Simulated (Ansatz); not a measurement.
CH4OZn, singlet, geometry from GFN2-xTB (such geometries of metal compounds can be far from the true shape); HF/6-31G in Ansatz (a program for electronic structure).

Input for Ansatz:
Ansatz 0.2 input:
```yaml
crystal:
  periodic: [false, false, false]
  atoms:
    - {symbol: Zn, position_ang: [-0.01725634, 0.01469602, 0.17610893]}
    - {symbol: C, position_ang: [-0.16999058, 1.58529776, -1.03868649]}
    - {symbol: H, position_ang: [-0.89438198, 2.31293583, -0.69757834]}
    - {symbol: H, position_ang: [-0.47857034, 1.23277719, -2.01677520]}
    - {symbol: H, position_ang: [0.78322230, 2.08823604, -1.14561464]}
    - {symbol: O, position_ang: [0.23277667, -1.66790958, 0.45013089]}
    - {symbol: H, position_ang: [0.26515014, -2.24333970, 1.20777220]}
basis:
  gaussian:
    orbitals: 6-31G
hamiltonian:
  xc: hf
```

Output, abridged:

```
Functional definition: HF
620 factors; integrals over basis functions are off by at most 3.5e-4 eV
mean field evaluation 1: about -51494.6525 eV, gradient 4.1e1 eV
mean field evaluation 2: about -51494.6596 eV, gradient 4.1e1 eV
mean field evaluation 4: about -51498.0031 eV, gradient 2.8e0 eV
mean field evaluation 8: about -51498.0306 eV, gradient 1.2e-1 eV
mean field -51498.03067859 eV, -1892.5177208193 hartree, gradient 1.5e-5 eV, S^2 0.000000; 0 other end points of the search recorded, 0 dependent functions left out
reference -51498.03067859 eV, -1892.5177208193 hartree; 24, 24 occupied and 31, 31 virtual orbitals, 620 factors
Total energy: -51498.03067859 eV, -1892.5177208193 hartree
```
